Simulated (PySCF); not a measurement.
**[TlF2]+ at several levels of theory**

Computed with PySCF 2.14.0 (density fitting, no spin-orbit coupling) at the geometry relaxed with BP86:

```xyz
3
[TlF2]+ (singlet)
Tl    0.0000    0.0000    0.3962
F     1.9507    0.0000    0.3962
F    -1.9507    0.0000    0.3962
```

| level | basis | state | HOMO (eV) | gap (eV) | charge on Tl1 (e) | dipole about the centre of mass (D) | largest force component (eV/Å) |
| --- | --- | --- | --- | --- | --- | --- | --- |
| BP86 | Tl def2-SVP with ECP60, F def2-SVP | singlet | -16.08 | 3.35 | 1.34 | 0.00 | 0.05 |
| revPBE | the same | singlet | -15.83 | 3.37 | 1.36 | 0.00 | 0.29 |
| BP86 | Tl def2-TZVP with ECP60, F def2-TZVP | singlet | -16.16 | 3.52 | 1.34 | 0.00 | 0.89 |
| BP86 | Tl x2c-SVPall, F x2c-SVPall | singlet | -16.04 | 3.36 | 1.34 | 0.00 | 0.64 |

Charges are Mulliken's, which hang on the basis. The relaxation used the grid (50, 194), these runs (75, 302) or, all-electron (x2c bases, spin-free X2C Hamiltonian), (99, 590).

Question: A further run in the first row's basis gives HOMO (eV) -16.89, gap (eV) 4.84, charge on Tl1 (e) 1.43, dipole about the centre of mass (D) 0.00, largest force component (eV/Å) 0.30. Which level was it?
A. M06-L
B. BLYP
C. TPSSh

Answer: C. The others give HOMO -16.35 eV (M06-L); -15.84 eV (BLYP).

In the first row's basis the gap widens with exact exchange: 3.3 to 4.1 eV for BLYP, BP86, revPBE, M06-L (none); 4.8 eV for TPSSh (a fixed share).
